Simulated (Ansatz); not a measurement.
Ansatz results at the PBE0-D4/def2-TZVP geometry: LUMO energy (ωB97M-V/def2-TZVPP) 1.16 eV; HOMO–LUMO gap (ωB97M-V/def2-TZVPP) 10.28 eV; HOMO energy (PBE0/def2-TZVPP) -6.86 eV.

Each molecule was computed in one conformer, which needn't be the lowest.

**Question.** Which molecule gave them?
A. `C=C[O][AlH][OH]`
B. `[Cl][Al]1[CH2][S]1`
C. `CCC(=N)N`
D. `BC[N](B)[AlH2]`

**Answer.** A. The others give `[Cl][Al]1[CH2][S]1`: 0.27, 9.55, -7.14; `CCC(=N)N`: 2.13, 11.27, -6.84; `BC[N](B)[AlH2]`: 0.19, 10.43, -7.95.
